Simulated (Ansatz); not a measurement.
Basis sets compared for Mg4Zn2⁺. Total charge 1; doublet. Geometry r2SCAN/def2-SVP. Ansatz on 4 threads of Intel Xeon 6975P-C on a shared host; times are rough, and most runs start from earlier orbitals.

```xyz
6

Mg   -0.9183    1.8652   -0.4557
Mg   -0.4425   -1.2435   -0.6360
Mg    1.9413    0.6383   -0.0020
Mg   -2.7928   -0.0336    1.0392
Zn   -0.2127    0.3354    1.6894
Zn    2.4251   -1.5618   -1.6349
```

Another isomer (doublet) lies 0.16 eV lower at PBE0/def2-TZVP; other spin states weren't run for this one.

```tsv
level	functions	energy (Eh)	HOMO (eV)	LUMO (eV)	wall time
PBE/def2-SVP	134	-4357.1028	-7.58	-6.97	2.8 s
PBE0/def2-SVP	134	-4357.2148	-8.05	-6.32	6.5 s
```

Question: Estimate the rows for PBE/def2-TZVP (with forces), PBE0/def2-TZVP.

Answer: 
```
                      level  functions  energy (Eh)  HOMO (eV)  LUMO (eV)  wall time
PBE/def2-TZVP (with forces)        224   -4357.9132      -7.64      -7.03      5.5 s
             PBE0/def2-TZVP        224   -4358.0062      -8.12      -6.37       10 s
```
